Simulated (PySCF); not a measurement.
## Computed spin Hamiltonian

C₆H₁₀O (charge -1 and doublet state).
Cartesian coordinates in Å at the GFN2-xTB level; atoms count from 1:
```xyz
17
C6H10O angstrom
C      2.5004    0.5597   -0.1468
O      2.2940   -0.7325   -0.5782
C      0.8649   -1.1019   -0.6877
C     -0.0907   -0.4362    0.1633
C     -1.4596   -1.0480    0.4285
C     -2.0697    0.3577    0.3693
C     -0.7413    0.9192   -0.1498
H      3.5831    0.7081   -0.0393
H      2.0085    0.7425    0.8207
H      2.1130    1.3071   -0.8612
H      0.8616   -2.1946   -0.5978
H     -1.5860   -1.5734    1.3896
H     -1.8564   -1.7189   -0.3557
H     -2.9281    0.4746   -0.3020
H     -2.3512    0.7489    1.3521
H     -0.3627    1.7943    0.4014
H     -0.7867    1.2053   -1.2163
```

The hyperfine couplings belong to this conformer and change with its torsions.

The species is `C1[C]([CH-]OC)CC1` [radical] (charge -1).

Computed, not measured: UKS B3LYP, pcH-1 on C H O, non-relativistic, mean-field spin-orbit, GIAO in PySCF. Whether the extra electron is bound in the gas phase wasn't checked; a finite basis holds it in any case. A GFN2-xTB geometry isn't a minimum of the functional, and hyperfine couplings can be far from their values at a DFT geometry, by a factor of two or more for some ions and for spin on atoms past the first row. The SCF solution wasn't tested for stability.

| Property | Result |
| --- | --- |
| g1, g2, g3 | 2.00215, 2.00290, 2.00345 |
| g_iso | 2.00283 |
| Form of g | rhombic: the two nearest values differ by 42 % of g3 − g1 |
| ⟨S²⟩ | 0.7548 (exact 0.7500) |
| α and β electrons | 28, 27 |
| Total energy | -309.76848 Eh |

Isotropic coupling and dipolar principal values T1 to T3, in MHz; ρ(0) is the spin density at the nucleus:

| atom | isotope | a_iso | T1 | T2 | T3 | Mulliken spin population | ρ(0) (bohr⁻³) |
| --- | --- | --- | --- | --- | --- | --- | --- |
| C1 | 13C | 4.5 | -2.2 | 0.0 | 2.2 | 0.00 | 0.0040 |
| O2 | 17O | -51.6 | -30.5 | 14.2 | 16.4 | 0.05 | 0.0851 |
| C3 | 13C | 157.0 | -43.4 | -38.1 | 81.5 | 0.50 | 0.1397 |
| C4 | 13C | 31.8 | -30.3 | -28.1 | 58.4 | 0.28 | 0.0283 |
| C5 | 13C | -13.0 | -1.3 | -0.2 | 1.5 | -0.02 | -0.0116 |
| C6 | 13C | -1.0 | -1.2 | -0.9 | 2.1 | 0.01 | -0.0009 |
| C7 | 13C | 79.3 | -5.4 | -2.5 | 7.9 | -0.01 | 0.0706 |
| H8 | 1H | -1.8 | -2.3 | -1.0 | 3.3 | 0.00 | -0.0004 |
| H9 | 1H | 2.5 | -4.1 | -0.3 | 4.5 | 0.00 | 0.0005 |
| H10 | 1H | 8.6 | -2.6 | -1.9 | 4.5 | 0.03 | 0.0019 |
| H11 | 1H | 4.2 | -17.3 | -2.8 | 20.2 | -0.01 | 0.0009 |
| H12 | 1H | 27.3 | -3.2 | -1.6 | 4.8 | 0.01 | 0.0061 |
| H13 | 1H | 35.8 | -2.4 | -2.2 | 4.6 | 0.05 | 0.0080 |
| H14 | 1H | -2.3 | -1.7 | -0.7 | 2.4 | 0.01 | -0.0005 |
| H15 | 1H | 3.8 | -2.0 | -1.3 | 3.4 | 0.00 | 0.0008 |
| H16 | 1H | 16.3 | -4.2 | -2.4 | 6.5 | 0.00 | 0.0037 |
| H17 | 1H | 23.7 | -4.5 | -2.7 | 7.2 | 0.09 | 0.0053 |

Largest spin populations (Mulliken): C3 (+0.50), C4 (+0.28) and H17 (+0.09).

The SMILES `CO[CH-][C]1CCC1` draws the unpaired electron on C4, whose computed spin population is only +0.28.

Axes: g3 points within 11° of the C3–H11 bond.

Under fast tumbling the dipolar parts average out, and these isotropic splittings remain: 4 × 1H (H12/H13/H16/H17, I = 1/2, 5 lines) with 0.92 mT, 1 × 1H (H11, I = 1/2, 2 lines) with 0.15 mT and 3 × 1H (H8/H9/H10, I = 1/2, 4 lines) with 0.11 mT.

Means are taken over nuclei equivalent by connectivity, which assumes that they swap fast. The three 1H nuclei of mean +3.1 MHz run from -1.8 to 8.6 MHz in the frozen geometry. The 1H value of +25.8 MHz is a mean of couplings from 16.3 to 35.8 MHz in this one geometry, not an average over conformers.

The 13C coupling of C3 (157.0 MHz) shows only in satellite lines or after enrichment, since that isotope makes up about 1.07 % of natural carbon.

The 17O coupling of O2 (-51.6 MHz) shows only in satellite lines or after enrichment, since that isotope makes up about 0.038 % of natural oxygen.
